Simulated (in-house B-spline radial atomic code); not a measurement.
Radial electron density of neutral palladium, [Kr] 4d10. Computed with an all-electron radial atomic-structure program (B-spline basis): non-relativistic PBE, spin-polarised, spherical fractional occupations, point nucleus.

Columns: r (bohr), 4πr²n(r) (electrons per bohr), bar.

```
 0.00145    1.577 #
 0.00178    2.305 #
 0.00217    3.305 ##
 0.00265    4.716 ###
 0.00324    6.678 ####
 0.00397    9.376 ######
 0.00485    12.91 ########
 0.00593    17.47 ###########
 0.00725    23.14 ##############
 0.00886    29.83 ##################
  0.0108    37.14 ######################
  0.0132    44.65 ###########################
  0.0162    51.39 ###############################
  0.0198    55.91 ##################################
  0.0242     57.4 ###################################
  0.0296    55.72 ##################################
  0.0362     52.2 ################################
  0.0443    49.64 ##############################
  0.0541    51.16 ###############################
  0.0661     57.9 ###################################
  0.0809    67.21 #########################################
  0.0989    72.79 ############################################
   0.121    69.57 ##########################################
   0.148    59.15 ####################################
   0.181    50.27 ##############################
   0.221    50.52 ###############################
    0.27    56.69 ##################################
    0.33    56.98 ##################################
   0.404     44.7 ###########################
   0.494    27.27 ################
   0.603    16.73 ##########
   0.738    15.68 #########
   0.902    17.33 ##########
     1.1    15.71 #########
    1.35    11.05 #######
    1.65    6.508 ####
    2.02    3.419 ##
    2.46    1.716 #
    3.01   0.7915 
    3.68   0.3301 
     4.5   0.1192 
    5.51  0.03533
```

On this grid the curve has 4 maxima, near 0.0242, 0.0989, 0.33, 0.902 bohr.

The 4p down radial function P(r) = rR(r), positive near the nucleus:

```json
{"r (bohr)": "0.00178", "P": "0.001341"}
{"r (bohr)": "0.00265", "P": "0.002913"}
{"r (bohr)": "0.00397", "P": "0.006342"}
{"r (bohr)": "0.00593", "P": "0.01352"}
{"r (bohr)": "0.00886", "P": "0.02821"}
{"r (bohr)": "0.0132", "P": "0.0566"}
{"r (bohr)": "0.0198", "P": "0.1091"}
{"r (bohr)": "0.0296", "P": "0.1934"}
{"r (bohr)": "0.0443", "P": "0.303"}
{"r (bohr)": "0.0661", "P": "0.3846"}
{"r (bohr)": "0.0989", "P": "0.318"}
{"r (bohr)": "0.148", "P": "-0.01399"}
{"r (bohr)": "0.221", "P": "-0.4723"}
{"r (bohr)": "0.33", "P": "-0.5385"}
{"r (bohr)": "0.494", "P": "0.1419"}
{"r (bohr)": "0.738", "P": "0.9623"}
{"r (bohr)": "1.1", "P": "1.027"}
{"r (bohr)": "1.65", "P": "0.5077"}
{"r (bohr)": "2.46", "P": "0.1266"}
{"r (bohr)": "3.68", "P": "0.01343"}
```
